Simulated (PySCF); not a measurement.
CH₈FNSi₂, SMILES NC[SiH2][SiH2]F.

Geometry optimised at PBE0-D3(BJ)/def2-SVP. This is a generated structure with no PubChem entry under its InChIKey; it may be hypothetical. Other conformers were not sampled.

Method: TDDFT-PBE/def2-SVPD run with PySCF.

Vertical excitations. The molecule is in vacuum.

**Question.** List the lowest excited states. (An estimate is asked for; the answer gives what the named calculation found.)

**Answer.** 
```
state  energy (eV)  λ (nm)      f                          main pairs
-----  -----------  ------  -----  ----------------------------------
S1            4.05     306  0.027                      HOMO→LUMO 98 %
S2            4.76     260  0.004                    HOMO→LUMO+1 99 %
S3            5.29     234  0.070  HOMO→LUMO+2 83 %, HOMO→LUMO+3 14 %
S4            5.46     227  0.050                    HOMO→LUMO+3 84 %
S5            5.89     210  0.068                    HOMO→LUMO+4 92 %
S6            6.02     206  0.005                    HOMO−1→LUMO 94 %
S7            6.16     201  0.004                    HOMO→LUMO+5 99 %
S8            6.43     193  0.025                    HOMO→LUMO+6 97 %
S9            6.62     187  0.001                    HOMO→LUMO+7 85 %
S10           6.73     184  0.010                    HOMO→LUMO+8 79 %
T1            3.84     323      0                      HOMO→LUMO 99 %
T2            4.55     272      0                    HOMO→LUMO+1 99 %
T3            4.90     253      0                    HOMO→LUMO+2 99 %
T4            5.35     232      0                    HOMO→LUMO+3 99 %
```
Triplets are in the Tamm–Dancoff approximation, which puts them higher than full response would, so one can lie above its singlet here.
